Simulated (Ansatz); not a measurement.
C2H7NSSi can be A, `C=NCS[SiH3]`, or B, `C=CN[SiH2]S`.

Calculated with Ansatz (gas phase, PBE0-D4/def2-TZVP geometries, no zero-point term in ΔE). CCSD(T)/CBS adds triple-zeta CCSD(T) − MP2 to the extrapolated MP2 energy (def2 sets, frozen cores). DFT in def2-TZVPP. Each species was taken in one conformer, which may not be the lowest.

A:

```xyz
12

C     1.321   -1.392    0.921
N     0.872   -0.377    0.328
C     0.407   -0.526   -1.020
S    -1.373   -0.138   -1.113
Si   -1.396    1.561    0.187
H     1.665   -1.298    1.950
H     1.383   -2.383    0.452
H     0.944    0.183   -1.653
H     0.528   -1.539   -1.424
H    -2.721    2.177   -0.081
H    -1.314    1.219    1.627
H    -0.315    2.512   -0.175
```

B:

```xyz
12

C    -1.4507   -1.8316    0.2513
C    -0.7327   -0.7408    0.5101
N    -0.4630    0.2940   -0.3692
Si    0.7071    1.5325   -0.1197
S     2.6067    1.2175   -1.0508
H    -1.6186   -2.5668    1.0251
H    -1.8908   -2.0136   -0.7231
H    -0.3081   -0.5937    1.5001
H    -0.8442    0.1579   -1.2947
H     0.8541    1.6353    1.3509
H     0.2424    2.7919   -0.7447
H     2.8977    0.1174   -0.3355
```

(1) Which isomer does CCSD(T)/CBS put lower? Give the gap. (An estimate is asked.)

(2) Give E(B) − E(A) in kcal/mol with CCSD(T)/def2-TZVPP, PBE-D4, CCSD(T)/def2-SVP, CCSD/def2-TZVPP, LDA (SPW92), MP2/def2-TZVPP, PBE0-D4. (Estimate.)

(3) Does the order hold for the free energy at 298.15 K (harmonic terms from PBE0-D4)? (Best estimate.)

Largest T1 diagnostic: 0.012.

Results:

(1) Ansatz gave: B, by 32.5 kcal/mol.

(2) The calculation gave: CCSD(T)/def2-TZVPP -31.4, PBE-D4 -31.1, CCSD(T)/def2-SVP -27.4, CCSD/def2-TZVPP -32.2, LDA (SPW92) -34.1, MP2/def2-TZVPP -32.5, PBE0-D4 -32.6. None reverses the order clearly.

(3) Computed: Yes: G(B) − G(A) = -32.6 kcal/mol, for one conformer each. Modes under 60 cm⁻¹, often nearly free rotors, make the harmonic entropy too high.

Leaving LDA and LC-ωPBE aside and taking each functional with its dispersion term where it has one, the values, not all of them listed here, spread over 5.1 kcal/mol, from r2SCAN0-D4 to revPBE-D4. LDA lies −2.5 kcal/mol from PBE without D4. The D4 term adds +0.9 kcal/mol with B3LYP and +0.5 kcal/mol with PBE0; it sums over pairs of atoms, weighted by their polarisabilities, and B3LYP, whose exchange is more repulsive, gets the larger term.

B3LYP here is the variant with VWN-RPA as its local correlation; programs differ in this.
